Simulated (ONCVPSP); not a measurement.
**Pseudopotential generation for Sm: ONCV, Wu-Cohen, scalar-relativistic.**

ONCVPSP 4.0.1 input, shortened (lines: element, Z, core and valence counts, functional; n l f; lmax; l rc ep ncon nbas qcut; lloc lpopt rc5 dvloc0; l nproj debl; icmod fcfact rcfact), Wu-Cohen, scalar-relativistic:

```
  Sm 62.00   10    5  -118130      upf
    1    0    2.00
    2    0    2.00
    2    1    6.00
    3    0    2.00
    3    1    6.00
    3    2   10.00
    4    0    2.00
    4    1    6.00
    4    2   10.00
    4    3    5.00
    5    0    2.00
    5    1    6.00
    5    2    1.00
    6    0    1.75
    6    1    0.25
    2
    0    2.45    0.00    5    8    5.30
    1    2.35    0.00    4    8    5.80
    2    2.85    0.00    4    9    4.50
    4    3    2.35    0.00
    0    2    1.70
    1    2    1.40
    2    3    0.70
    3    3.50    1.20
```

All-electron outer shells of the reference configuration (Wu-Cohen, scalar-relativistic, ld1.x):

```json
{"shell": "4d", "level (eV)": "-135.70", "outermost node (bohr)": "0.28", "outermost maximum (bohr)": "0.58"}
{"shell": "5s", "level (eV)": "-47.05", "outermost node (bohr)": "0.68", "outermost maximum (bohr)": "1.25"}
{"shell": "5p", "level (eV)": "-26.31", "outermost node (bohr)": "0.73", "outermost maximum (bohr)": "1.42"}
{"shell": "4f", "level (eV)": "-8.30", "outermost node (bohr)": "–", "outermost maximum (bohr)": "0.61"}
{"shell": "6s", "level (eV)": "-4.21", "outermost node (bohr)": "1.66", "outermost maximum (bohr)": "3.48"}
{"shell": "5d", "level (eV)": "-3.02", "outermost node (bohr)": "0.83", "outermost maximum (bohr)": "2.01"}
{"shell": "6p", "level (eV)": "-1.46", "outermost node (bohr)": "1.99", "outermost maximum (bohr)": "4.59"}
```

Results:

| Quantity | Value |
| --- | --- |
| Cutoffs needed | 10 Ha and 12 Ha (the cutoffs (Ha) at which the residual kinetic energy of the hardest occupied pseudo-wave falls to 1 and 0.1 mHa per electron) |
| Ghost test | no bound ghost flagged; no localised positive-energy state flagged |
| Largest excitation error | -6.3 meV (all-electron minus pseudo) for 5s2 5p6 5d2 6s1 6p0, out of 4 test configurations |
| rms error of d²Exc/dni dnj | 3.83 mHa without and 1.51 mHa with the model core |

Generation and tests took about 7.7 s on one core of a shared server CPU.
